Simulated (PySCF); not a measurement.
# M06-2X on Br (bromine, neutral)

Configuration: [Ar] 3d10 4s2 4p4 4d1, one real determinant (an excited configuration). All numbers are calculated (PySCF 2.14, scalar relativity through the core potential, in aug-cc-pV5Z-PP with ECP10MDF).

```json
{
  "Total energy": "-416.6316 hartree",
  "One-electron energy": "-725.5430 hartree",
  "Hartree (Coulomb) energy": "340.0978 hartree",
  "Exchange-correlation energy": "-31.1864 hartree",
  "⟨S²⟩": "3.7554",
  "⟨L²⟩": "8.026",
  "Sum of ⟨r⟩": "26.01 bohr",
  "Sum of ⟨r²⟩": "53.32 bohr²",
  "Traceless quadrupole moment −½Σ⟨3z² − r²⟩ along its main axis": "4.31 e·bohr²",
  "Time after the integrals": "of the order of 5 core-seconds"
}
```

```
shell  electrons  mean orbital energy (eV)  spread (eV)  rms radius, mean of both spins (bohr)
 3s α          1                   -249.92            0                                  0.594
 3s β          1                   -249.60            0                                  0.594
 3p α          3                   -193.29        0.602                                  0.613
 3p β          3                   -192.93        0.187                                  0.613
 3d α          5                   -82.675        0.637                                  0.641
 3d β          5                   -82.385        0.349                                  0.641
 4s α          1                   -29.051            0                                   1.78
 4s β          1                   -25.050            0                                   1.78
 4p α          3                   -14.527        1.184                                   2.16
 4p β          1                   -12.798            0                                   2.16
 4d α          1                    -0.669            0                                   4.60
```

⟨L²⟩ = 8.03 against 12 for a pure F term, so this real determinant mixes terms. Energies and moments cover only the electrons outside the core potential. The outer electron is Rydberg-like, and this basis confines it to a smaller radius and binds it less than a complete one would.
